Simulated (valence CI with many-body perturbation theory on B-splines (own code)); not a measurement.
**Mn10+: electric-dipole lines**

Method: valence CI with perturbative core correlation (CI+MBPT): five valence electrons over a frozen Dirac-Fock core [Ne], radial functions for each j: 11 s, 11 p, 10 d, 8 f, 5 g, 2 h, with the one-electron correlation potential Σ1, the two-electron term Σ2, the three-electron term Σ3, Breit, model QED; selected CI, second order for the rest, scaled by the run's own slope (own B-spline code, finite nucleus).

No measured spectrum was set against this ion. As an estimate, levels of excited configurations hold to 0.05 to 0.15 % of their energy, terms of the ground configuration to about 0.5 %. Among the levels kept, up to 3200 cm⁻¹ of a level comes from second order outside the variational space, and about a tenth of that is noise between levels of different J, which matters for small intervals.

Lines 51 to 100 of 577 in falling wavelength, among levels below 992670 cm⁻¹, chosen from the strongest by gf and those to the six lowest levels. Wavelengths and rates use the calculated energies, so an error of 200 cm⁻¹ moves a line at 342.4 Å by 0.068 % and its rate by three times that or more. Electric multipoles are in the length gauge, E1 and E2 with the static RPA response of the core. Weak lines are less certain than strong ones. Lines between different terms over intervals too small for the method are left out, as are lines whose strength nearly cancels. Where a level lies close to another of its J and parity, the split of strength between their lines is uncertain. The highest levels of a list are the least certain.

Names give the largest LS component (configuration and term), which can be under half, so a name can repeat, a term be missing and a line seem to break the LS rules; names also repeat where a configuration has a term twice. Letters in brackets count levels of one name in rising energy.

```
λ vac (Å)                  Upper                  Lower   A (s⁻¹)  S (a.u.) with core polarisation  S without
    342.4  3s 3p3 3d 2D°_5/2 [d]  3s2 3p2 3d 2P_3/2 [c]  1.11e+09                         1.32e-01   1.37e-01
    342.2  3s2 3p2 3d 2P_3/2 [a]        3s2 3p3 2P°_1/2  2.85e+08                         2.26e-02   2.35e-02
    342.0  3s 3p3 3d 4F°_9/2 [b]      3s2 3p2 3d 4D_7/2  2.29e+09                         4.51e-01   4.68e-01
    341.8  3s 3p3 3d 2P°_3/2 [a]  3s2 3p2 3d 2P_3/2 [b]  1.60e+09                         1.26e-01   1.31e-01
    340.9  3s 3p3 3d 4P°_5/2 [a]  3s2 3p2 3d 2F_7/2 [a]  9.13e+08                         1.07e-01   1.11e-01
    340.6  3s 3p3 3d 4F°_7/2 [b]      3s2 3p2 3d 4D_7/2  7.56e+08                         1.18e-01   1.22e-01
    338.5  3s 3p3 3d 2F°_7/2 [d]  3s2 3p2 3d 2F_7/2 [b]  1.35e+09                         2.07e-01   2.15e-01
    337.1          3s 3p4 2P_1/2        3s2 3p3 2P°_1/2  2.61e+09                         9.88e-02   1.03e-01
    335.8  3s 3p3 3d 2F°_5/2 [d]  3s2 3p2 3d 2F_5/2 [b]  1.59e+09                         1.79e-01   1.85e-01
    335.2  3s 3p3 3d 4D°_7/2 [b]      3s2 3p2 3d 4D_5/2  1.38e+09                         2.06e-01   2.13e-01
    333.2  3s 3p2 3d2 6G_9/2 [a]     3s 3p3 3d 4G°_11/2  2.37e+09                         4.32e-01   4.49e-01
    332.3  3s 3p2 3d2 6G_9/2 [b]     3s 3p3 3d 4G°_11/2  2.15e+09                         3.89e-01   4.04e-01
    332.2  3s 3p3 3d 4F°_7/2 [b]      3s2 3p2 3d 4D_5/2  2.21e+09                         3.20e-01   3.31e-01
    331.3  3s 3p3 3d 4F°_5/2 [b]      3s2 3p2 3d 4D_5/2  1.26e+09                         1.35e-01   1.40e-01
    329.8          3p4 3d 4D_7/2  3s 3p3 3d 4F°_9/2 [a]  5.91e+09                         8.37e-01   8.68e-01
    329.7  3s 3p3 3d 2D°_3/2 [a]  3s2 3p2 3d 2F_5/2 [a]  2.70e+09                         1.91e-01   1.98e-01
    328.5  3s 3p3 3d 4F°_9/2 [b]  3s2 3p2 3d 2F_7/2 [a]  2.32e+09                         4.05e-01   4.19e-01
    328.5  3s 3p3 3d 2G°_7/2 [b]      3s2 3p2 3d 2G_7/2  3.88e+09                         5.43e-01   5.64e-01
    328.4          3p4 3d 2P_1/2  3s 3p3 3d 2S°_1/2 [a]  3.42e+09                         1.20e-01   1.24e-01
    327.6  3s 3p3 3d 4F°_5/2 [b]      3s2 3p2 3d 4D_3/2  3.81e+09                         3.97e-01   4.11e-01
    327.5  3s 3p3 3d 2D°_5/2 [c]  3s2 3p2 3d 2D_5/2 [a]  1.40e+09                         1.46e-01   1.51e-01
    327.2  3s 3p3 3d 4F°_7/2 [b]  3s2 3p2 3d 2F_7/2 [a]  1.41e+09                         1.95e-01   2.02e-01
    327.2          3s 3p4 2S_1/2        3s2 3p3 2P°_3/2  6.24e+09                         2.16e-01   2.24e-01
    326.9          3p4 3d 4D_5/2  3s 3p3 3d 4F°_7/2 [a]  5.92e+09                         6.12e-01   6.35e-01
    326.7          3p4 3d 4F_7/2      3s 3p3 3d 4G°_9/2  4.00e+09                         5.50e-01   5.71e-01
    326.7  3s 3p3 3d 4F°_3/2 [b]      3s2 3p2 3d 4D_3/2  1.99e+09                         1.37e-01   1.42e-01
    325.9  3s 3p3 3d 2F°_7/2 [a]      3s2 3p2 3d 4D_7/2  1.13e+09                         1.55e-01   1.61e-01
    325.8  3s 3p3 3d 4F°_3/2 [b]      3s2 3p2 3d 4D_1/2  4.12e+09                         2.81e-01   2.91e-01
    325.6          3p4 3d 4F_7/2      3s 3p3 3d 4G°_7/2  8.26e+08                         1.13e-01   1.17e-01
    325.0  3s 3p3 3d 4D°_7/2 [b]      3s2 3p2 3d 4F_9/2  1.38e+09                         1.88e-01   1.94e-01
    324.6  3s 3p3 3d 2G°_9/2 [b]      3s2 3p2 3d 2G_9/2  8.69e+09                         1.47e+00   1.52e+00
    323.6          3p4 3d 4D_3/2  3s 3p3 3d 4F°_5/2 [a]  6.25e+09                         4.18e-01   4.33e-01
    323.3  3s 3p3 3d 4F°_9/2 [b]      3s2 3p2 3d 4F_9/2  2.26e+09                         3.77e-01   3.91e-01
    323.1  3s 3p3 3d 4P°_5/2 [b]      3s2 3p2 3d 4F_7/2  1.47e+09                         1.47e-01   1.52e-01
    323.0  3s 3p3 3d 4P°_3/2 [a]      3s2 3p2 3d 4F_5/2  1.51e+09                         1.00e-01   1.04e-01
    322.4          3p4 3d 4F_5/2      3s 3p3 3d 4G°_7/2  4.16e+09                         4.12e-01   4.28e-01
    322.3          3s 3p4 2S_1/2        3s2 3p3 2P°_1/2  9.38e+08                         3.10e-02   3.21e-02
    322.3  3s 3p3 3d 2D°_3/2 [d]  3s2 3p2 3d 2D_3/2 [b]  3.31e+09                         2.19e-01   2.27e-01
    322.2          3p4 3d 2P_3/2  3s 3p3 3d 2S°_1/2 [a]  2.37e+09                         1.57e-01   1.62e-01
    320.4          3p4 3d 4D_1/2  3s 3p3 3d 4F°_3/2 [a]  7.94e+09                         2.58e-01   2.67e-01
    320.3          3p4 3d 4F_3/2      3s 3p3 3d 4G°_5/2  4.98e+09                         3.23e-01   3.35e-01
    320.0  3s 3p3 3d 4D°_3/2 [d]      3s2 3p2 3d 4P_1/2  2.53e+09                         1.64e-01   1.69e-01
    319.8  3s 3p3 3d 2F°_7/2 [b]      3s2 3p2 3d 2G_7/2  4.63e+09                         5.98e-01   6.21e-01
    319.0  3s 3p3 3d 2F°_7/2 [c]  3s2 3p2 3d 2D_5/2 [a]  1.17e+09                         1.50e-01   1.55e-01
    318.9  3s 3p3 3d 2D°_5/2 [d]  3s2 3p2 3d 2D_5/2 [b]  3.55e+09                         3.41e-01   3.54e-01
    318.8  3s 3p3 3d 4D°_1/2 [d]      3s2 3p2 3d 4P_1/2  5.92e+09                         1.89e-01   1.96e-01
    317.6  3s 3p3 3d 4D°_3/2 [d]      3s2 3p2 3d 4P_3/2  2.92e+09                         1.85e-01   1.91e-01
    317.6  3s 3p3 3d 4D°_5/2 [c]      3s2 3p2 3d 4P_3/2  4.97e+09                         4.72e-01   4.89e-01
    316.5  3s 3p3 3d 2P°_1/2 [c]  3s2 3p2 3d 2D_3/2 [c]  5.51e+09                         1.73e-01   1.79e-01
    316.5  3s 3p3 3d 4F°_7/2 [b]      3s2 3p2 3d 4F_7/2  1.40e+09                         1.75e-01   1.81e-01
```
